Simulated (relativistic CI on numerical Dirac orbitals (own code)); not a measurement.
Mn⁺ in a cubic cluster: 2p photoemission with charge transfer

Computed with a charge-transfer multiplet model of a cubic metal-ligand cluster with up to 2 ligand holes, Slater and spin-orbit integrals from Dirac-Coulomb-Breit ions, Slater integrals scaled by 0.8. The ground state mixes d6 with configurations of k ligand holes L, whose averages lie at kΔ + k(k − 1)U_dd/2; a core hole lowers each added d electron by U_cd. 300 K, Lorentzian 0.6 eV and Gaussian 0.8 eV FWHM.

Atomic integrals in eV (Slater integrals scaled, ζ unscaled), ground: F2dd 7.203, F4dd 4.433, zeta_d 0.031; with the core hole: F2dd 8.873, F4dd 5.517, zeta_d 0.052, zeta_core 6.792, F2cd 5.084, G1cd 3.747, G3cd 2.127.

Cluster parameters (eV): Δ = 5.2, U_dd = 5.6, U_cd = 6.8, 10Dq(ligand) = 1.1, V(eg) = 2.25, V(t2g) = -1.07, final-state hopping factor = 0.8.

```tsv
Case	n_d	d6	d7L	d8L2	S
10Dq = -0.2 eV	6.22	0.79	0.20	0.01	2.00
10Dq = 0.4 eV	6.21	0.80	0.19	0.01	2.00
10Dq = 0.7 eV	6.20	0.80	0.19	0.01	2.00
```

Weights, n_d and S are thermal averages at 300 K. Binding energies count from the first peak over 30 % of the highest in each spectrum, which can be another peak from case to case. The parameters are a model scan and need not match a compound or its usual spin state. A negative ionic 10Dq is a model choice; hopping adds the covalent part of the field. Peaks in eV (height, largest 100):
- 10Dq = -0.2 eV: 0.0 (100), 5.4 (36), 11.5 (62), 16.7 (18)
- 10Dq = 0.4 eV: 0.0 (100), 5.3 (35), 8.9 (12), 11.6 (61), 16.6 (17)
- 10Dq = 0.7 eV: 0.0 (100), 5.3 (35), 11.6 (61), 16.5 (16)

Curve for 10Dq = -0.2 eV (points under 2 left out, the grid thinned):

```tsv
E (eV)	Intensity
-3.8	2.0
-3.2	2.7
-2.7	3.7
-2.1	6.2
-1.6	11.5
-1.0	35.9
-0.5	80.5
0.1	99.6
0.7	92.3
1.2	80.3
1.8	56.9
2.3	41.1
2.9	33.2
3.4	32.2
4.0	29.6
4.6	32.4
5.1	35.7
5.7	35.7
6.2	31.3
6.8	21.0
7.3	16.2
7.9	13.4
8.4	13.0
9.0	13.3
9.6	14.2
10.1	18.9
10.7	38.9
11.2	58.0
11.8	59.7
12.3	48.3
12.9	29.0
13.5	16.7
14.0	13.0
14.6	11.4
15.1	11.4
15.7	13.3
16.2	16.7
16.8	18.2
17.4	16.2
17.9	13.0
18.5	7.9
19.0	5.4
19.6	3.9
20.1	2.9
20.7	2.0
```

For the case 10Dq = 0.4 eV, Δ = 5.2 eV is smaller than U_dd = 5.6 eV, the charge-transfer side of the Zaanen-Sawatzky-Allen scheme. With the core hole the average of the configuration with one ligand hole lies at Δ − U_cd = -1.6 eV before mixing: the effective hopping of about 2.7 eV (from the holes of the mixed ground state) is comparable with this gap or larger, so the configurations mix strongly.
